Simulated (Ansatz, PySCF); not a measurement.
System: C₂HO, charge 0, multiplicity 2. It need not be the lowest isomer of its formula. 
Structure (B3LYP-D3(BJ)/def2-TZVP (Ansatz, a quantum-chemistry and plane-wave program) minimum search):
SMILES: [C]1=CO1
```xyz
4

C     -0.8004    -0.5753    -0.2617
C      0.5133    -0.3778    -0.0381
O      0.0232     0.8049     0.2249
H      1.5373    -0.7205    -0.0007
```
Charge 0, spin multiplicity 2.

Wanted: atomisation energy (electronic, to ground-state atoms); the coupled-cluster value holds the core correlation from cc-pwCVTZ, in kcal/mol. Cores are frozen in the correlated levels unless marked. Open shells are spin-unrestricted. No spin-orbit coupling. Non-relativistic. CBS(X,Y): correlation extrapolated as X^-3; Hartree-Fock from the larger set.

Level to compare with: CCSD(T)/CBS(cc-pVTZ,cc-pVQZ) plus the core term (Ansatz), 366.8 kcal/mol. It is a level with limits of its own, and the differences hold the functionals' basis error too.

Problem. Rank these functionals by how close they come to CCSD(T)/CBS(cc-pVTZ,cc-pVQZ), closest first: revPBE/def2-TZVPD (Ansatz); wB97X-V/def2-TZVPD (Ansatz); MN15/def2-TZVPD (PySCF); SVWN5/def2-TZVPD (Ansatz).

Solution. wB97X-V/def2-TZVPD (range-separated hybrid with VV10, 369.2 kcal/mol, difference 2.4), MN15/def2-TZVPD (hybrid meta-NGA, 372.4 kcal/mol, difference 5.6), revPBE/def2-TZVPD (GGA, 378.3 kcal/mol, difference 11.5), SVWN5/def2-TZVPD (LDA, 450.8 kcal/mol, difference 84.0)
